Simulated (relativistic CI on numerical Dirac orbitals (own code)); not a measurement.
## d1 to d9 in one tetrahedral field

Computed with a parametric ligand-field model without spin-orbit coupling, by exact diagonalisation: B = 750, C = 3190, 10Dq = -8700 cm⁻¹ (Td; |10Dq|/B = 11.6) for every shell. Energies in cm⁻¹; the field energy is (0.6 n_e − 0.4 n_t2) × 10Dq of the ground term; g labels are left out.

```tsv
Shell	Ground term	Electrons in e	Field energy	First spin-allowed bands	Lowest term of other spin
d1	2E	1.000	-5220	2T2 8700	
d2	3A2	2.000	-10440	3T2 8700, 3T1 14071	1E 12015
d3	4T1	1.932	-6369	4T2 7665, 4A2 16365	2E 6389
d4	?	?	?	?	?
d5	6A1	2.000	0	none	4T1 17021
d6	5E	3.000	-5220	5T2 8700	3T1 9805
d7	4A2	4.000	-10440	4T2 8700, 4T1 14071	2E 14661
d8	3T1	3.932	-6369	3T2 7665, 3A2 16365	1T2 11321
d9	2T2	4.000	-3480	2E 8700
```

(1) Fill in the row of d4.

Answers

(1) Ground term: 5T2; Electrons in e: 2.000; Field energy: -3480; First spin-allowed bands: 5E 8700; Lowest term of other spin: 1A1 9110. Every shell keeps the spin of the free ion. Tetrahedral fields of 3d complexes are almost always too weak to pair spins. High-spin d^(n+5) repeats the spin-allowed bands of d^n, since the half-filled shell is spherical.
